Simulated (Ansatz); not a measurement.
Conformers of CH₆ClFSi₂ (`F[SiH2]C[SiH2]Cl`), each relaxed with PBE0-D4/def2-TZVP in Ansatz. CBS adds the triple-zeta coupled-cluster correction to the MP2 limit.

Not all of them had a frequency check.

Conformer A:

Cartesian coordinates in Å:
```
F -1.194 -2.231 -1.506
Si -0.580 -0.763 -1.325
C -0.112 -0.517 0.455
Si 0.635 1.132 0.883
Cl 1.078 1.194 2.892
H -1.618 0.210 -1.744
H 0.607 -0.663 -2.209
H 0.604 -1.297 0.737
H -1.007 -0.654 1.073
H -0.312 2.237 0.602
H 1.900 1.352 0.142
```

Conformer B:

Z-matrix (Å, degrees):
```
Si
C 1 1.861
F 1 1.604 2 108.7
H 1 1.480 2 111.5 3 -118.3
H 1 1.484 2 110.8 3 117.6
Si 2 1.859 1 114.7 3 -163.1
H 2 1.095 1 109.4 3 73.3
H 2 1.097 1 108.3 3 -43.6
Cl 6 2.062 2 109.4 1 -48.5
H 6 1.482 2 112.0 1 -167.4
H 6 1.482 2 110.6 1 69.4
```

Problem. Which is lowest in electronic energy at CCSD(T)/CBS (frozen core, def2 sets), and by how much? (An estimate is asked.)

Solution. The calculation gave: B; A lies 1.9 kJ/mol higher. Gaps under about 2 kJ/mol don't settle the order.

Problem. Give the energies relative to B (kJ/mol) with PBE-D4/def2-TZVPP, ωB97M-V/def2-TZVPP, PBE0/def2-TZVPP, SCS-MP2/def2-TZVPP, MP2/def2-QZVPP, SCS-MP2/def2-QZVPP, MP2/CBS(def2). (Estimate.)

Solution. Computed: 
| level | A |
| --- | --- |
| PBE-D4/def2-TZVPP | 1.9 |
| ωB97M-V/def2-TZVPP | 2.4 |
| PBE0/def2-TZVPP | 0.5 |
| SCS-MP2/def2-TZVPP | 1.3 |
| MP2/def2-QZVPP | 2.0 |
| SCS-MP2/def2-QZVPP | 1.4 |
| MP2/CBS(def2) | 2.2 |
